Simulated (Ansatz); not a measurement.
```yaml
crystal:
  periodic: [false, false, false]
  atoms:
    - {symbol: O, position_ang: [-1.132633, 0.539295, 0.266084]}
    - {symbol: In, position_ang: [0.704058, -0.612493, -0.373198]}
    - {symbol: F, position_ang: [1.046135, -0.939573, 1.513066]}
    - {symbol: F, position_ang: [0.237760, -2.084071, -1.526999]}
    - {symbol: F, position_ang: [1.372354, 1.041535, -1.146930]}
    - {symbol: H, position_ang: [-1.155224, 0.530430, 1.231668]}
    - {symbol: H, position_ang: [-1.011249, 1.456976, -0.009490]}
basis:
  gaussian: {orbitals: def2-SVPD, nuclear_model: gaussian}
total_charge: -4
magnetization: {spin_polarized: true, initial_magnetization: 0}
hamiltonian: {xc: {name: SVWN5}}
scf: {lower_state_search: off}
output: {forces: true}
```

```sh
$ ansatz run in.yaml --threads 4 --pin off --events-out ev --progress --plain --max-ram 10444MiB
```

Shortened log:

```
Functional definition: SVWN5
1221 factors; their error is unknown
mean field evaluation 1: about -14543.4323 eV, gradient 2.7e2 eV
mean field evaluation 2: about -14750.2141 eV, gradient 3.2e2 eV
mean field evaluation 4: about -15007.4972 eV, gradient 1.9e2 eV
mean field evaluation 8: about -15302.8506 eV, gradient 1.2e1 eV
mean field evaluation 16: about -15304.1287 eV, gradient 1.4e-1 eV
mean field evaluation 32: about -15304.0499 eV, gradient 2.4e-2 eV
mean field -15304.04990567 eV, -562.4134605757 hartree, gradient 3.8e-6 eV, S^2 0.000000; 0 other end points of the search recorded, 0 dependent functions left out
reference -15304.04993599 eV, -562.4134616902 hartree; 31, 31 occupied and 109, 109 virtual orbitals, 1221 factors
Total energy: -15304.04993599 eV, -562.4134616902 hartree
Atom 0 at    -1.132633     0.539295     0.266084 Å, force     0.169836    -1.311662    -0.957075 eV/Å
Atom 1 at     0.704058    -0.612493    -0.373198 Å, force     0.547893     0.060661     0.119052 eV/Å
Atom 2 at     1.046135    -0.939573     1.513066 Å, force     0.202218    -0.253624     2.241946 eV/Å
Atom 3 at     0.237760    -2.084071    -1.526999 Å, force    -1.110961    -1.914863    -1.562867 eV/Å
Atom 4 at     1.372354     1.041535    -1.146930 Å, force     0.576322     2.033907    -0.823546 eV/Å
Atom 5 at    -1.155224     0.530430     1.231668 Å, force    -0.287127     0.080322     1.309075 eV/Å
Atom 6 at    -1.011249     1.456976    -0.009490 Å, force    -0.098181     1.305258    -0.326584 eV/Å
Dipole moment:     1.431121    -0.777997    -0.407292 e Å
Checks for a lower state left out: stability, starts, cluster_reference, orbital_swaps, neighbouring_geometries, increment
```

Problem. What is wrong with this run?

Solution. The charge is far from anything that the molecule holds. Self-consistency was reached. The result belongs to that input, not to the molecule as meant.
